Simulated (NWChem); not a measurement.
# GeSiH$_{3}$I, singlet; SMILES [SiH3][Ge][I]

```xyz
6

Ge     0.9195    -1.0270     0.0000
I     -0.1098     1.3173     0.0000
Si    -1.3052    -2.1337     0.0000
H     -1.1785    -3.6277     0.0000
H     -2.0750    -1.7272    -1.2187
H     -2.0750    -1.7272     1.2187
```
Atoms are numbered in this order, from 1.

All runs: NWChem. Low-valent species are run as closed-shell singlets; no triplet was tried in these runs. Structure relaxed at the PBE0/def2-SVP level. Not confirmed as a minimum by frequencies. def2 effective core potentials on I; no spin-orbit coupling. Ions are spin-unrestricted doublets at the neutral geometry; other ion states weren't tried.

Q: Estimate the computed values for PBE/def2-SVP. Quantities: vertical ionisation energy, ΔSCF (eV); −ε(HOMO) (eV).

A: 
```
Item                                   Result
-------------------------------------  ------
vertical ionisation energy, ΔSCF (eV)    8.17
−ε(HOMO) (eV)                            5.50
```
